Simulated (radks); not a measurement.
Values are calculated unless marked as measured or tabulated.
Li, configuration [He] 2s1 (the NIST ground configuration). Level of theory: non-relativistic Kohn-Sham, LDA (Slater exchange, Perdew-Wang correlation), spin-polarised, spherical densities, point nucleus; open shells are filled with parallel spins first (a radial shooting solver on a logarithmic mesh with Libxc functionals).

Unscreened Slater integrals over Kohn-Sham orbitals (eV). They are taken over the spin-up orbitals.

integral     value
F0(2s,2s)   6.4532
F0(2s,1s)   9.0363
G0(2s,1s)  0.51664
F0(1s,1s)   43.877
